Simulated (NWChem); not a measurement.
System: ZrHSF₃; SMILES [F][Zr]([F])([F])[SH]

```xyz
6

Zr     0.0027    -0.2683     0.1174
F     -1.4143    -0.8327     1.2410
F      1.6583    -1.0331     0.6191
F     -0.4891    -0.7309    -1.6526
S      0.2434     2.1574     0.2802
H     -1.0389     2.3479    -0.1166
```
Atoms are numbered in this order, from 1.

Level: PBE0/def2-SVP with def2 effective core potentials on Zr (NWChem), optimised geometry, unscaled harmonic frequencies. def2 effective core potentials on Zr; no spin-orbit coupling.

```
frequency (cm⁻¹)  IR intensity (km/mol)
----------------  ---------------------
74                                 22.9
118                                 5.8
134                                20.2
159                                16.7
165                                13.8
177                                 0.1
380                                50.3
493                                32.5
687                                93.4
705                               159.0
716                               167.8
2688                                2.5
```

```
Item                                                                                Value
-----------------------------------------------------------------------  ----------------
zero-point energy                                                            9.3 kcal/mol
thermal correction to the enthalpy at 298.15 K (with zero-point energy)     14.7 kcal/mol
heat capacity Cv                                                         22.7 cal/(mol K)
entropy at 298.15 K and 1 atm (symmetry number 1)                        89.6 cal/(mol K)
```

Rigid rotor and harmonic oscillator; modes under 100 cm⁻¹ make the entropy uncertain.
